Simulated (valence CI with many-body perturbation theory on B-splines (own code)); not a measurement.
Results of a calculation; reference values are marked as such.
Sensitivity of CI+MBPT for Pr XXVIII

Method: relativistic CI+MBPT: four valence electrons over a frozen Dirac-Fock core [Ar] 3d10, radial functions for each j: 6 s, 6 p, 5 d, 3 f, 1 g, with the one-electron correlation potential Σ1, the two-electron term Σ2, the three-electron term Σ3, Breit, model QED; selected CI, second order for the rest, scaled by the run's own slope (own B-spline code, finite nucleus).

The last digits are not significant, and no measured levels were compared; by estimate large intervals hold to a few tenths of a per cent, small ones and those within an open d or f shell to about a per cent.

The reference run has the lowest level (4s^2 4p1/2^2) J=0 and an ionisation energy of 987.057 eV. Its largest variational space holds 10015 state functions.

Levels are named by their leading jj configuration (3d3/2^4 stands for four electrons in 3d with j = 3/2), which in mixed levels can hold well under half, so a name can repeat and another be missing. Letters in brackets count levels of one name in rising energy.

Changed runs:
A. Breit term on → off; QED terms on → off
B. orbitals per symmetry with explicit Σ2 and valence Breit (the others get mean screening factors) 5 → 2
C. selection threshold (hartree) 2e-08 → 2e-07
D. Davidson iteration limit 60 → 3 (bad on purpose)

Excitation energies of the reference run in cm⁻¹, and shifts in cm⁻¹:

```csv
Level,Reference,A,B,C,D
(4s^2 4p1/2 4p3/2) J=1,198321,+2505,+15,-0.2,0
(4s^2 4p1/2 4p3/2) J=2,222112,+2663,+18,+0.4,0
(4s^2 4p3/2^2) J=2,438405,+5101,+36,+0.1,0
(4s^2 4p3/2^2) J=0,492627,+4947,+48,0,0
(4s 4p1/2^2 4p3/2) J=2,681639,+3870,+1.5,-0.1,0
(4s 4p1/2^2 4p3/2) J=1,765139,+3812,+14,+0.2,0
(4s 4p1/2 4p3/2^2) J=2 [a],867589,+5958,+13,-0.1,0
(4s 4p1/2 4p3/2^2) J=3,912505,+6354,+18,-0.4,0
(4s 4p1/2 4p3/2^2) J=0,961216,+5977,+36,+0.4,0
(4s 4p1/2 4p3/2^2) J=2 [b],973968,+5772,+6.9,-0.2,0
(4s 4p1/2 4p3/2^2) J=1 [a],982973,+6207,+32,+0.2,0
(4s 4p1/2 4p3/2^2) J=1 [b],1026360,+5892,+38,+0.2,0
Ionisation energy (eV),987.057,+0.886,+0.017,0,0
```

Run D: The Davidson iterations stopped at their limit.
